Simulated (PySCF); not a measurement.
C₄H₇FO₂.
Numbering: `[CH3:1][O:2][CH2:3][CH2:4][C:5](=[O:6])[F:7]` (hydrogens: H8, H9, H10 on C1; H11, H12 on C3; H13, H14 on C4)

Geometry (GFN2-xTB, Å), atoms numbered from 1 in this order:
```xyz
14
C4H7FO2 angstrom
C     -2.1195   -0.3095   -0.8011
O     -0.7280   -0.4979   -0.7732
C     -0.1487   -0.1812    0.4696
C      1.3666   -0.2634    0.3123
C      1.9064    0.9242   -0.4148
O      1.4142    1.9645   -0.6606
F      3.1996    0.6931   -0.7966
H     -2.3821    0.7369   -0.6063
H     -2.6207   -0.9439   -0.0595
H     -2.4483   -0.5878   -1.7997
H     -0.4881   -0.8920    1.2396
H     -0.4394    0.8336    0.7798
H      1.8584   -0.3139    1.2871
H      1.6290   -1.1632   -0.2485
```

Hirshfeld charges (e) from the PBE0/pcSseg-1 density (PySCF), one withheld:

| atom | bonded to | charge |
| --- | --- | --- |
| C1 | O2 H8 H9 H10 | -0.0381 |
| O2 | C1 C3 | ? |
| C3 | O2 C4 H11 H12 | +0.0050 |
| C4 | C3 C5 H13 H14 | -0.0748 |
| C5 | C4 O6 F7 | +0.2459 |
| O6 | C5 | -0.2167 |
| F7 | C5 | -0.1048 |
| H8 | C1 | +0.0406 |
| H9 | C1 | +0.0365 |
| H10 | C1 | +0.0536 |
| H11 | C3 | +0.0371 |
| H12 | C3 | +0.0338 |
| H13 | C4 | +0.0668 |
| H14 | C4 | +0.0592 |

**Question.** What is the charge on O2?

**Answer.** The charges add up to the total charge, 0. The others sum to +0.1441, which leaves -0.1441 e for O2 (ether oxygen); the computed value is -0.1439, the difference coming from rounding and the integration grid.

**Question.** Add each hydrogen's charge to the atom that carries it.

**Answer.** C1 +0.0926, C3 +0.0759, C4 +0.0512. Atoms without hydrogen keep their charges.

**Question.** Across which bond do the charges differ most?

**Answer.** C5–O6: +0.2459 on C5 against -0.2167 on O6, a difference of 0.4626 e. The lower charge is on the more electronegative element of the two (Pauling values: O 3.44, C 2.55).

**Question.** Take the bonds between elements whose Pauling electronegativities differ by more than 0.25. In how many does the more electronegative atom carry the lower charge?

**Answer.** In 11 of 11.

**Question.** How much positive and how much negative charge does this set hold in all?

**Answer.** +0.5785 e on 9 atoms and -0.5783 e on 5.

The Hirshfeld scheme weights the molecular density at each point by an atom's share of the summed free-atom densities. The structure is a single GFN2-xTB conformer in the gas phase; no vibrational or solvent corrections.
